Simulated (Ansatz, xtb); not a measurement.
# Relative energy of two structures of C3H6BFO

Structure a: a singlet given by its coordinates. Structure b: `B[C@@H]1CO[C@@H]1F`, a singlet. Both are isolated molecules in the gas phase, relaxed with PBE0-D3(BJ)/def2-SVP; the shapes shown needn't be the lowest conformers.

a (Å):

```xyz
12

C     0.8475    0.3332   -0.2001
C     1.0909   -1.0672   -0.7303
C    -0.0692   -1.5131    0.1544
B     0.8146    0.5756    1.3300
F     0.6316    1.2739   -1.1102
O    -0.4340   -0.1452    0.4973
H     0.4412    1.6579    1.7028
H     1.3583   -0.2099    2.0719
H     0.8640   -1.1373   -1.8030
H     2.0842   -1.4854   -0.5237
H    -0.9152   -1.9946   -0.3540
H     0.2030   -2.0738    1.0592
```

Close contacts (Å): C1–C2 1.52, C1–B4 1.55, C1–F5 1.33, C1–O6 1.54, C2–C3 1.53, C3–O6 1.46, B4–O6 1.66, C2–H9 1.10, C2–H10 1.10, C3–H11 1.10, C3–H12 1.10, B4–H7 1.20, B4–H8 1.21.

b (Å):

```xyz
12

C     0.3459   -1.2664   -1.5152
C     0.8255    0.1194   -1.0548
C     1.0201   -1.7429   -0.2246
B     0.7389   -1.9136   -2.8761
F     2.1358   -2.5007   -0.4530
O     1.3533   -0.4470    0.1512
H     0.7837   -3.1158   -2.9786
H     0.9225   -1.2271   -3.8555
H    -0.7561   -1.3759   -1.4642
H     0.0414    0.8643   -0.8451
H     1.6112    0.5873   -1.6718
H     0.4293   -2.2780    0.5391
```

Task: Estimate E(b) − E(a) at the level CCSD(T)/def2-SVP + ΔMP2/def2-TZVPP.

Result: Too close to call at this level: CCSD(T)/def2-SVP + ΔMP2/def2-TZVPP gives E(b) − E(a) = +7.69 kJ/mol.

How the difference moves with the method:

```
                             level              geometry  E(b) − E(a) (kJ/mol)  departure from the last row (kJ/mol)  job, with rough time for the two
                          GFN2-xTB              GFN2-xTB                  +31.02                                +23.33              optimisation, 0.27 s
                         HF/STO-3G              GFN2-xTB                  +51.99                                +44.29              single point, 0.42 s
                r2SCAN-D4/def2-SVP              GFN2-xTB                   +3.74                                 −3.96               single point, 3.1 s
              PBE0-D3(BJ)/def2-SVP  PBE0-D3(BJ)/def2-SVP                   +6.28                                 −1.41                optimisation, 50 s
                       HF/def2-SVP  PBE0-D3(BJ)/def2-SVP                  −43.58                                −51.28           part of the CCSD(T) run
                      MP2/def2-SVP  PBE0-D3(BJ)/def2-SVP                   +9.18                                 +1.48           part of the CCSD(T) run
                  CCSD(T)/def2-SVP  PBE0-D3(BJ)/def2-SVP                   +4.89                                 −2.80                      single point
CCSD(T)/def2-SVP + ΔMP2/def2-TZVPP  PBE0-D3(BJ)/def2-SVP                   +7.69                                                      single point, 35 s
```

HF/def2-SVP puts the two in the other order. The largest departure from CCSD(T)/def2-SVP + ΔMP2/def2-TZVPP is that of HF/def2-SVP, 51.28 kJ/mol. The last row adds to CCSD(T) the change of the MP2 difference between the two basis sets, here +2.80 kJ/mol.

With thermal terms from frequencies at re-optimised GFN2-xTB minima (ideal gas, soft modes damped towards free rotors, one conformer each, 298.15 K, 1 atm): on the last row, ΔE + ΔZPE = +0.43, ΔH = +3.06, ΔG = −3.82 kJ/mol.

The correlated steps freeze 6 core orbitals. Mirror images aren't counted in ΔG. Programs: Ansatz 0.2.0, xtb 6.7.1; the last row on 2 threads of Intel(R) Xeon(R) Platinum 8375C CPU @ 2.90GHz (Ice Lake) on a shared host.
